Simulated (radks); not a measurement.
Coherent X-ray form factor from a spherical all-electron density. All-electron calculation, scalar-relativistic Kohn-Sham, PBE, spin-polarised, spherical densities, finite nucleus; Fermi nuclear charge, rms radius of each element as measured or else 0.836 A^(1/3) + 0.57 fm. Program: a radial shooting solver on a logarithmic mesh with Libxc functionals.

| sin(theta)/lambda (1/angstrom) | f0 (electrons) |
|---|---|
| 0.05 | 5.970 |
| 0.1 | 5.881 |
| 0.15 | 5.737 |
| 0.2 | 5.545 |
| 0.25 | 5.313 |
| 0.3 | 5.051 |
| 0.4 | 4.473 |
| 0.5 | 3.883 |
| 0.6 | 3.336 |
| 0.8 | 2.479 |
| 1 | 1.947 |
| 1.25 | 1.590 |
| 1.5 | 1.399 |
| 2 | 1.144 |

The species is in the configuration that NIST lists as its ground one. Which atom or ion scatters so?

Answer. The magnesium ion Mg6+, [He] 2s2 2p2. Extrapolating in s^2 from the first two rows gives f0(0) = 6.0, near the electron count 6; among species with that count, the fall with angle is slower the higher Z, and the table is that of Z = 12; from so few rows the species is fixed only to a neighbour or two.
